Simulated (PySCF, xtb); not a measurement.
C4H10N2, SMILES C/N=C\CCN. Other conformers were not sampled.

Harmonic wavenumbers (cm⁻¹) from GFN2-xTB (xtb 6.7.1) at its own minimum, in rising order: 32, 83, 86, 199, 298, 326, 386, 488, 588, 809, 849, 917, 944, 982, 1020, 1057, 1097, 1100, 1117, 1152, 1244, 1254, 1317, 1325, 1352, 1388, 1461, 1468, 1483, 1492, 1573, 1756, 2917, 2956, 2968, 2970, 2979, 2983, 2998, 3000, 3384, 3414.

### Question
What does PBE-D3(BJ)/def2-SVP in PySCF 2.14.0 give at its own minimum? (Estimate from the structure and the level; the computed values follow.)

### Answer
32, 101, 122, 197, 302, 326, 386, 489, 590, 757, 811, 858, 905, 969, 997, 1021, 1081, 1089, 1105, 1136, 1226, 1250, 1323, 1338, 1353, 1362, 1395, 1407, 1418, 1428, 1590, 1705, 2909, 2961, 2971, 2980, 3004, 3008, 3026, 3031, 3398, 3478. Paired by order, the mean absolute difference is 24 cm⁻¹ and the zero-point energies are 87.5 and 87.0 kcal/mol.
